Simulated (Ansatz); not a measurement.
One change: `CO[SiH](O)O` becomes `O[SiH](O)O`.

Ansatz, PBE0-D4/def2-TZVP geometries, multiplicity 1. Each molecule was computed in one conformer, which needn't be the lowest.

```csv
property,`CO[SiH](O)O`
LUMO energy (PBE0/def2-TZVPP) / eV,0.92
size of the dipole moment (B3LYP/def2-TZVPP) / D,1.73
LUMO energy (ωB97M-V/def2-TZVPP) / eV,2.38
HOMO–LUMO gap (PBE/def2-TZVPP) / eV,6.83
LUMO energy (B3LYP/def2-TZVPP) / eV,0.53
HOMO energy (PBE/def2-TZVPP) / eV,-6.81
```

Question: What does the change do to each property? (An estimate is asked.)

Answer: The calculation gave: 
```tsv
property	`O[SiH](O)O`	shift
LUMO energy (PBE0/def2-TZVPP) / eV	0.76	-0.16
size of the dipole moment (B3LYP/def2-TZVPP) / D	1.59	-0.14
LUMO energy (ωB97M-V/def2-TZVPP) / eV	2.20	-0.18
HOMO–LUMO gap (PBE/def2-TZVPP) / eV	7.31	0.48
LUMO energy (B3LYP/def2-TZVPP) / eV	0.36	-0.17
HOMO energy (PBE/def2-TZVPP) / eV	-7.43	-0.62
```

With PBE0 the HOMO falls by 0.63 eV and the LUMO falls by 0.16 eV, so the gap widens by about 0.47 eV. PBE moves the HOMO by -0.62 eV and ωB97M-V by -0.57 eV. The zero-point energy changes by -74.7 kJ/mol with -9 modes. Dipoles are sizes alone; their direction can turn.

B3LYP here is the variant with VWN-RPA as its local correlation; programs differ in this.
